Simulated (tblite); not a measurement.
Compound: C5H7Se (charge -1).
SMILES with atom numbers: `[CH2:1]=[C:2]1[CH2:3][CH2:4][C@@H:5]1[Se-:6]` (hydrogens: H7, H8 on C1; H9, H10 on C3; H11, H12 on C4; H13 on C5)
Bond orders are those of one Lewis drawing.

Computed with GFN2-xTB (tblite), gas phase: L-BFGS steps from a force-field or distance-geometry start until the largest atomic force falls under 0.01 eV/Å.

At the end of the run (lengths in Å): C5–Se6 1.963, C5–H13 1.092, C3–C4 1.537, C4–H11 1.088, C3–H10 1.092, C2–C3 1.507, C1=C2 1.317, C3–C4–C5 89.5°, C2–C5–Se6 117.2°, C3–C2–C5 92.2°, C1–C2–C5 134.3°, C1–C2–C3–C4 -174°, C2–C3–C4–C5 -5°, C3–C4–C5–Se6 125°, H13–C5–C2–C1 -70°, H9–C3–C2–C1 70°.

Question: These geometries were met on the way; a selection of coordinates is given. Order them by energy above the end point, lowest first.
A. C5–Se6 1.935, C5–H13 1.091, C3–C4 1.533, C4–H11 1.080, C3–H10 1.093, C2–C3 1.504, C1=C2 1.314, C3–C4–C5 86.3°, C2–C5–Se6 123.4°, C3–C2–C5 88.6°, C1–C2–C5 135.5°, C1–C2–C3–C4 -139°, C2–C3–C4–C5 -25°, C3–C4–C5–Se6 152°, H13–C5–C2–C1 -113°, H9–C3–C2–C1 113°
B. C5–Se6 1.908, C5–H13 1.114, C3–C4 1.512, C4–H11 1.112, C3–H10 1.068, C2–C3 1.507, C1=C2 1.316, C3–C4–C5 86.1°, C2–C5–Se6 120.3°, C3–C2–C5 87.1°, C1–C2–C5 137.1°, C1–C2–C3–C4 -142°, C2–C3–C4–C5 -28°, C3–C4–C5–Se6 150°, H13–C5–C2–C1 -110°, H9–C3–C2–C1 112°
C. C5–Se6 1.945, C5–H13 1.093, C3–C4 1.538, C4–H11 1.089, C3–H10 1.090, C2–C3 1.507, C1=C2 1.317, C3–C4–C5 88.5°, C2–C5–Se6 117.4°, C3–C2–C5 91.2°, C1–C2–C5 133.5°, C1–C2–C3–C4 -144°, C2–C3–C4–C5 -18°, C3–C4–C5–Se6 138°, H13–C5–C2–C1 -103°, H9–C3–C2–C1 101°
D. C5–Se6 1.918, C5–H13 1.133, C3–C4 1.547, C4–H11 1.100, C3–H10 1.097, C2–C3 1.486, C1=C2 1.337, C3–C4–C5 82.9°, C2–C5–Se6 117.3°, C3–C2–C5 86.7°, C1–C2–C5 139.7°, C1–C2–C3–C4 -147°, C2–C3–C4–C5 -34°, C3–C4–C5–Se6 151°, H13–C5–C2–C1 -102°, H9–C3–C2–C1 105°
E. C5–Se6 1.943, C5–H13 1.095, C3–C4 1.534, C4–H11 1.089, C3–H10 1.091, C2–C3 1.505, C1=C2 1.316, C3–C4–C5 87.9°, C2–C5–Se6 121.5°, C3–C2–C5 90.3°, C1–C2–C5 134.5°, C1–C2–C3–C4 -139°, C2–C3–C4–C5 -23°, C3–C4–C5–Se6 147°, H13–C5–C2–C1 -109°, H9–C3–C2–C1 108°

Answer: C (0.067 eV), E (0.115 eV), A (0.196 eV), B (0.332 eV), D (0.624 eV).

```
step  E above end (eV)  rms distance from the end, all atoms (Å)  largest force (eV/Å)  rms shift of all bonds from the end (Å)
  22             0.067                                     0.341                 0.180                                    0.005
  13             0.115                                     0.448                 0.237                                    0.006
   5             0.196                                     0.510                 0.506                                    0.009
   2             0.332                                     0.522                 0.823                                    0.022
   0             0.624                                     0.530                 2.570                                    0.020
```

Rows stand in the order of the answer.
